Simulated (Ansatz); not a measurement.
Basis sets compared for Mn2(F)4 (Mn₂F₄). Total charge 0; multiplicity 11. Geometry PBE0-D4/def2-SVP. Ansatz on 4 threads of Arm Neoverse V1 on a shared host; times are rough, and most runs start from earlier orbitals.

```tsv
atom	x (Å)	y (Å)	z (Å)
Mn1	-0.444	1.394	-0.503
F2	-0.968	3.002	-1.098
F3	-0.918	0.024	0.874
Mn4	0.447	-1.392	0.507
F5	0.955	-3.011	1.084
F6	0.927	-0.017	-0.864
```

The 6-31G sets use Cartesian d functions. B3LYP takes the VWN-RPA correlation.

Binding counts from free atoms (Mn sextet, F doublet) in the same basis, without a counterpoise term.

```csv
level,functions,energy (Eh),HOMO (eV),LUMO (eV),binding per atom (eV),wall time
PBE-D4/def2-SVP,118,-2700.1539,-5.44,-3.54,3.96,2.6 s
PBE-D4/def2-TZVP,214,-2700.9867,-6.04,-4.14,3.92,5 s
r2SCAN-D4/def2-TZVP,214,-2701.6535,-6.61,-3.30,3.85,11 s
B3LYP-D4/6-31G,94,-2701.3926,-7.26,-2.83,3.65,3.3 s
B3LYP-D4/def2-TZVP (with forces),214,-2701.9014,-7.99,-3.22,3.66,14 s
PBE0-D4/def2-SVP,118,-2700.2194,-7.92,-2.14,3.69,3.6 s
PBE0-D4/def2-TZVP (with forces),214,-2701.0369,-8.41,-2.54,3.67,14 s
```

(1) Estimate the rows for PBE-D4/def2-TZVPD, r2SCAN-D4/def2-TZVPD, PBE0-D4/def2-TZVPD.

Results:

(1) 
| level | functions | energy (Eh) | HOMO (eV) | LUMO (eV) | binding per atom (eV) | wall time |
| --- | --- | --- | --- | --- | --- | --- |
| PBE-D4/def2-TZVPD | 256 | -2700.9959 | -6.08 | -4.15 | 3.93 | 7.5 s |
| r2SCAN-D4/def2-TZVPD | 256 | -2701.6624 | -6.60 | -3.27 | 3.88 | 15 s |
| PBE0-D4/def2-TZVPD | 256 | -2701.0461 | -8.40 | -2.53 | 3.69 | 17 s |
